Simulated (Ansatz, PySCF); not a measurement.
C2H8F2Si2, SMILES FC(F)C[SiH2][SiH3].

The structure is a stationary point at B3LYP-D3(BJ)/def2-SVP. This is a generated structure with no PubChem entry under its InChIKey; it may be hypothetical. Other conformers were not sampled.

Vertical ionisation energy (IE) and electron affinity (EA) in eV. Rows of orbital energies are one-electron estimates. Where ΔSCF, EOM or ADC give a negative EA the extra electron is unbound and the value depends on the basis.

```json
[
 {"level": "−ε(HOMO), −ε(LUMO), HF/def2-TZVP (PySCF)", "IE": "11.02", "EA": "-2.93"},
 {"level": "−ε(HOMO), −ε(LUMO), PBE/def2-TZVP (PySCF)", "IE": "7.20", "EA": "0.89"},
 {"level": "ΔSCF, CAM-B3LYP/def2-SVPD (Ansatz), final states of multiplicity 2 and 2", "IE": "10.47", "EA": "-1.46"},
 {"level": "ΔSCF, PBE/def2-SVPD (Ansatz), final states of multiplicity 2 and 2", "IE": "10.03", "EA": "-1.12"}
]
```

Question: What vertical singlet–triplet gap does ΔSCF give with CAM-B3LYP/def2-SVPD (Ansatz, a program for electronic structure) and with PBE/def2-SVPD (Ansatz)? (Estimate from the structure and the level; the computed values follow.)

Answer: 6.50 and 5.99 eV (triplet above singlet where positive).
